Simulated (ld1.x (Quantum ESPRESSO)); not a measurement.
# Building the TM potential for Ag (Z = 47) (PBE, scalar-relativistic).

The input file (ld1.x (Quantum ESPRESSO) 7.5):

```
&input
   title='Ag', zed=47., rel=1, dft='PBE', iswitch=3,
   config='[Kr] 4d8 5s0 5p0',
   nld=3, rlderiv=1.90, eminld=-12.0, emaxld=5.0, deld=0.04
 /
 &inputp
   pseudotype=2, tm=.true., lloc=-1, rcloc=0.85,
   nlcc=.true., new_core_ps=.true., rcore=0.95,
   file_pseudopw='Ag.UPF', file_wfcaegen='ae.wfc', file_wfcncgen='nc.wfc', file_beta='beta', file_chi='chi'
 /
3
4S  1  0   2.00   0.00  1.10  1.10  0.0
4P  2  1   6.00   0.00  1.40  1.40  0.0
4D  3  2   8.00   0.00  1.75  1.75  0.0
 &test
   configts(1)='4s2 4p6 4d8 5s0 5p0'
 /
```

Command:

```bash
ld1.x < Ag.in > Ag.out
```

Output (shortened: banner, matrices, multipoles, cross overlaps and the repeated all-electron block are left out):

```
Program LD1 v.7.5
     --------------------------- All-electron run ----------------------------

     Ag
     scalar relativistic calculation

     atomic number is 47.00
     dft =PBE   lsd =0 sic =0 latt =0  beta=0.20 tr2=1.0E-14
     Exchange-correlation= PBE
                           (   1   4   3   4   0   0   0)
     mesh =1237 r(mesh) =  99.46963 a.u. xmin = -7.00 dx = 0.01250
     1 Ry =  13.60569312 eV, c = 137.03599908

     n l     nl                  e(Ry)          e(Ha)          e(eV)
     1 0     1S 1( 2.00)     -1864.6600      -932.3300    -25369.9918
     2 0     2S 1( 2.00)      -277.0336      -138.5168     -3769.2344
     2 1     2P 1( 6.00)      -248.7863      -124.3932     -3384.9103
     3 0     3S 1( 2.00)       -53.1568       -26.5784      -723.2347
     3 1     3P 1( 6.00)       -43.8795       -21.9397      -597.0106
     4 0     4S 1( 2.00)        -9.8271        -4.9136      -133.7050
     4 1     4P 1( 6.00)        -7.1174        -3.5587       -96.8365
     3 2     3D 1(10.00)       -29.2544       -14.6272      -398.0267
     4 2     4D 1( 8.00)        -3.2149        -1.6075       -43.7412
     5 0     5S 1( 0.00)        -2.3105        -1.1552       -31.4357
     5 1     5P 1( 0.00)        -1.7429        -0.8715       -23.7136

     final scf error:  4.1E-15 reached in  27 iterations

     Etot =  -10627.219911 Ry,   -5313.609956 Ha, -144590.692866 eV

     Ekin =   11041.000807 Ry,    5520.500403 Ha,  150220.468750 eV
     Encl =  -25563.418715 Ry,  -12781.709358 Ha, -347808.030212 eV
     Eh   =    4190.895115 Ry,    2095.447558 Ha,   57020.032851 eV
     Exc  =    -295.697119 Ry,    -147.848559 Ha,   -4023.164255 eV

     normalization and overlap integrals

     s(1S/1S) =  1.000000  <r> =   0.0311  <r2> =    0.0013  r(max) =   0.0202
     s(2S/2S) =  1.000000  <r> =   0.1349  <r2> =    0.0215  r(max) =   0.1136
     s(2P/2P) =  1.000000  <r> =   0.1177  <r2> =    0.0169  r(max) =   0.0907
     s(3S/3S) =  1.000000  <r> =   0.3685  <r2> =    0.1553  r(max) =   0.3328
     s(3P/3P) =  1.000000  <r> =   0.3675  <r2> =    0.1569  r(max) =   0.3246
     s(4S/4S) =  1.000000  <r> =   0.9057  <r2> =    0.9283  r(max) =   0.8186
     s(4P/4P) =  1.000000  <r> =   0.9865  <r2> =    1.1120  r(max) =   0.8714
     s(3D/3D) =  1.000000  <r> =   0.3457  <r2> =    0.1424  r(max) =   0.2725
     s(4D/4D) =  1.000000  <r> =   1.2487  <r2> =    1.8426  r(max) =   1.0124
     s(5S/5S) =  1.000000  <r> =   2.3324  <r2> =    6.0901  r(max) =   2.0904
     s(5P/5P) =  1.000000  <r> =   2.7213  <r2> =    8.2993  r(max) =   2.4287

     ------------------------ End of All-electron run ------------------------

     --------------------- Generating NC pseudopotential ---------------------

      Generating local potential from pseudized AE potential:
      Matching radius rcloc =   0.8500

      Local pseudo, rcloc= 0.861 Estimated cut-off energy=    32.57 Ry

      Computing core charge for nlcc:

       r > 0.95 : true rho core
      Core charge pseudized with two Bessel functions
      Integrated core pseudo-charge :   2.54

      Wfc   4S  rcut= 1.105  Using Troullier-Martins method

      Wfc   4P  rcut= 1.384  Using Troullier-Martins method

      Wfc   4D  rcut= 1.733  Using Troullier-Martins method

     ------------------- End of pseudopotential generation -------------------

     Computing logarithmic derivative in   1.90336

       Warning: n=2, l=0 expected 1 nodes, found 2
       Setting wfc to zero for this iteration
       (This warning will only be printed once per wavefunction)

     Computing logarithmic derivative in   1.90336
     Computing the partial wave expansion
     R is outside the sphere for l=    0 j= 0.00
     R is outside the sphere for l=    1 j= 0.00
     R is outside the sphere for l=    2 j= 0.00

     ---------------------- Testing the pseudopotential ----------------------

     Ag
     scalar relativistic calculation

     atomic number is 47.00   valence charge is 19.00
     dft =PBE   lsd =0 sic =0 latt =0  beta=0.20 tr2=1.0E-14
     mesh =1237 r(mesh) =  99.46963 xmin = -7.00 dx = 0.01250

     n l     nl             e AE (Ry)        e PS (Ry)    De AE-PS (Ry)
     1 0     4S   1( 2.00)       -9.82713       -9.82721        0.00007
     2 1     4P   1( 6.00)       -7.11735       -7.11737        0.00002
     3 2     4D   1( 8.00)       -3.21492       -3.21492        0.00001
     2 0     5S   1( 0.00)       -2.31048       -2.31048        0.00000
     3 1     5P   1( 0.00)       -1.74292       -1.77214        0.02923  !

     eps = 8.1E-17  iter =  6

     Etot =  -10627.219911 Ry,   -5313.609956 Ha, -144590.692866 eV
     Etotps =  -293.787922 Ry,    -146.893961 Ha,   -3997.188310 eV

     Ekin =     101.903732 Ry,      50.951866 Ha,    1386.470907 eV
     Encl =    -622.847398 Ry,    -311.423699 Ha,   -8474.270557 eV
     Ehrt =     207.733699 Ry,     103.866849 Ha,    2826.360956 eV
     Ecxc =     -32.402131 Ry,     -16.201066 Ha,    -440.853455 eV
     (Ecc =      -4.963908 Ry,      -2.481954 Ha,     -67.537403 eV)
     Epseu=      51.824176 Ry,      25.912088 Ha,     705.103838 eV

     ---------------------- End of pseudopotential test ----------------------
```

Note: ghost state, extra bound levels that the all-electron valence spectrum of the same l lacks: s at -163.0 eV. A true bound ghost makes a file unfit for plane-wave use.

Generation and configuration tests took about 1.6 s on one core of a shared server CPU.

Transferability test of the new file with ld1.x, input:

```
&input
   title='Ag', zed=47., rel=1, dft='PBE', iswitch=2,
   config='[Kr] 4d8 5s0 5p0'
 /
 &test
   file_pseudo='Ag.UPF', nconf=8,
   configts(1)='4s2 4p6 4d8 5s0 5p0',
   configts(2)='4s2 4p6 4d10 5s1 5p0',
   configts(3)='4s2 4p6 4d10 5s0 5p0',
   configts(4)='4s2 4p6 4d9 5s0 5p0',
   configts(5)='4s1 4p6 4d10 5s1 5p0',
   configts(6)='4s2 4p6 4d10 5s0.5 5p0',
   configts(7)='4s2 4p6 4d9 5s2 5p0',
   configts(8)='4s2 4p6 4d9 5s1 5p0'
 /
```

```bash
ld1.x < Ag.test.in > Ag.test.out
```

Pseudopotential blocks of its output, shortened (energy terms left out; the distinct warnings before each block abridged to one line each):

```
     Warning: n=2, l=0 expected 1 nodes, found 2
     ---------------------- Testing the pseudopotential ----------------------

     n l     nl             e AE (Ry)        e PS (Ry)    De AE-PS (Ry)
     1 0     4S   1( 2.00)       -9.82713       -9.82721        0.00007
     2 1     4P   1( 6.00)       -7.11735       -7.11737        0.00002
     3 2     4D   1( 8.00)       -3.21492       -3.21492        0.00001
     2 0     5S   1( 0.00)       -2.31048       -2.31048        0.00000
     3 1     5P   1( 0.00)       -1.74292       -1.77214        0.02923  !

     eps = 1.6E-16  iter =  6

     Etot =  -10627.219911 Ry,   -5313.609956 Ha, -144590.692866 eV
     Etotps =  -293.787922 Ry,    -146.893961 Ha,   -3997.188309 eV

     ---------------------- End of pseudopotential test ----------------------

          BEWARE! Errors in PS-KS equations
     ---------------------- Testing the pseudopotential ----------------------

     n l     nl             e AE (Ry)        e PS (Ry)    De AE-PS (Ry)
     1 0     4S   1( 2.00)       -6.98613       -7.59231        0.60618  !
     2 1     4P   1( 6.00)       -4.30458       -4.91198        0.60740  !
     3 2     4D   1(10.00)       -0.54707       -1.14971        0.60264  !
     2 0     5S   1( 1.00)       -0.32373       -0.32373        0.00000
     3 1     5P   1( 0.00)       -0.05415       -0.06010        0.00595  !

     eps = 2.4E-15  iter = 22

     Etot =  -10632.075544 Ry,   -5316.037772 Ha, -144656.757108 eV
     Etotps =  -298.398383 Ry,    -149.199191 Ha,   -4059.916824 eV
     dEtot_ae =      -4.855632 Ry
     dEtot_ps =      -4.610461 Ry,   Delta E=      -0.245171 Ry

     ---------------------- End of pseudopotential test ----------------------

          ---------------------- Testing the pseudopotential ----------------------

     n l     nl             e AE (Ry)        e PS (Ry)    De AE-PS (Ry)
     1 0     4S   1( 2.00)       -7.59065       -7.59231        0.00166
     2 1     4P   1( 6.00)       -4.91145       -4.91198        0.00053
     3 2     4D   1(10.00)       -1.14941       -1.14971        0.00030
     2 0     5S   1( 0.00)       -0.82952       -0.82952        0.00000
     3 1     5P   1( 0.00)       -0.46274       -0.46988        0.00714  !

     eps = 1.4E-15  iter = 12

     Etot =  -10631.505396 Ry,   -5315.752698 Ha, -144648.999851 eV
     Etotps =  -298.074647 Ry,    -149.037323 Ha,   -4055.512171 eV
     dEtot_ae =      -4.285484 Ry
     dEtot_ps =      -4.286725 Ry,   Delta E=       0.001240 Ry

     ---------------------- End of pseudopotential test ----------------------

          ---------------------- Testing the pseudopotential ----------------------

     n l     nl             e AE (Ry)        e PS (Ry)    De AE-PS (Ry)
     1 0     4S   1( 2.00)       -8.64340       -8.64465        0.00125
     2 1     4P   1( 6.00)       -5.95168       -5.95218        0.00050
     3 2     4D   1( 9.00)       -2.12347       -2.12400        0.00053
     2 0     5S   1( 0.00)       -1.52825       -1.52825        0.00000
     3 1     5P   1( 0.00)       -1.05448       -1.07044        0.01596  !

     eps = 9.8E-15  iter = 13

     Etot =  -10629.880051 Ry,   -5314.940025 Ha, -144626.885902 eV
     Etotps =  -296.448724 Ry,    -148.224362 Ha,   -4033.390365 eV
     dEtot_ae =      -2.660139 Ry
     dEtot_ps =      -2.660802 Ry,   Delta E=       0.000663 Ry

     ---------------------- End of pseudopotential test ----------------------

          BEWARE! Errors in PS-KS equations
     ---------------------- Testing the pseudopotential ----------------------

     n l     nl             e AE (Ry)        e PS (Ry)    De AE-PS (Ry)
     1 0     4S   1( 1.00)       -8.05554       -8.79148        0.73594  !
     2 1     4P   1( 6.00)       -5.34800       -6.08309        0.73509  !
     3 2     4D   1(10.00)       -1.49115       -2.20785        0.71670  !
     2 0     5S   1( 1.00)       -0.94558       -0.94558        0.00000
     3 1     5P   1( 0.00)       -0.53896       -0.42539       -0.11358  !

     eps = 2.2E-15  iter = 18

     Etot =  -10624.574799 Ry,   -5312.287399 Ha, -144554.704274 eV
     Etotps =  -290.841536 Ry,    -145.420768 Ha,   -3957.100692 eV
     dEtot_ae =       2.645113 Ry
     dEtot_ps =       2.946386 Ry,   Delta E=      -0.301273 Ry

     ---------------------- End of pseudopotential test ----------------------

          BEWARE! Errors in PS-KS equations
     ---------------------- Testing the pseudopotential ----------------------

     n l     nl             e AE (Ry)        e PS (Ry)    De AE-PS (Ry)
     1 0     4S   1( 2.00)       -7.27486       -7.59231        0.31744  !
     2 1     4P   1( 6.00)       -4.59451       -4.91198        0.31748  !
     3 2     4D   1(10.00)       -0.83550       -1.14971        0.31421  !
     2 0     5S   1( 0.50)       -0.56705       -0.56705        0.00000
     3 1     5P   1( 0.00)       -0.24582       -0.13995       -0.10587  !

     eps = 2.4E-15  iter = 17

     Etot =  -10631.853820 Ry,   -5315.926910 Ha, -144653.740400 eV
     Etotps =  -298.358172 Ry,    -149.179086 Ha,   -4059.369729 eV
     dEtot_ae =      -4.633908 Ry
     dEtot_ps =      -4.570250 Ry,   Delta E=      -0.063658 Ry

     ---------------------- End of pseudopotential test ----------------------

          BEWARE! Errors in PS-KS equations
     ---------------------- Testing the pseudopotential ----------------------

     n l     nl             e AE (Ry)        e PS (Ry)    De AE-PS (Ry)
     1 0     4S   1( 2.00)       -7.29087       -8.64465        1.35378  !
     2 1     4P   1( 6.00)       -4.59742       -5.95218        1.35476  !
     3 2     4D   1( 9.00)       -0.78718       -2.12400        1.33682  !
     2 0     5S   1( 2.00)       -0.40805       -0.40805        0.00000
     3 1     5P   1( 0.00)       -0.09034       -0.11744        0.02710  !

     eps = 6.4E-15  iter = 25

     Etot =  -10631.775891 Ry,   -5315.887945 Ha, -144652.680124 eV
     Etotps =  -297.264826 Ry,    -148.632413 Ha,   -4044.493993 eV
     dEtot_ae =      -4.555979 Ry
     dEtot_ps =      -3.476904 Ry,   Delta E=      -1.079076 Ry

     ---------------------- End of pseudopotential test ----------------------

          BEWARE! Errors in PS-KS equations
     ---------------------- Testing the pseudopotential ----------------------

     n l     nl             e AE (Ry)        e PS (Ry)    De AE-PS (Ry)
     1 0     4S   1( 2.00)       -7.92300       -8.64465        0.72165  !
     2 1     4P   1( 6.00)       -5.23074       -5.95218        0.72143  !
     3 2     4D   1( 9.00)       -1.41433       -2.12400        0.70967  !
     2 0     5S   1( 1.00)       -0.93802       -0.93802        0.00000
     3 1     5P   1( 0.00)       -0.53653       -0.42338       -0.11315  !

     eps = 5.9E-15  iter = 21

     Etot =  -10631.108892 Ry,   -5315.554446 Ha, -144643.605148 eV
     Etotps =  -297.386744 Ry,    -148.693372 Ha,   -4046.152773 eV
     dEtot_ae =      -3.888981 Ry
     dEtot_ps =      -3.598822 Ry,   Delta E=      -0.290159 Ry

     ---------------------- End of pseudopotential test ----------------------
```
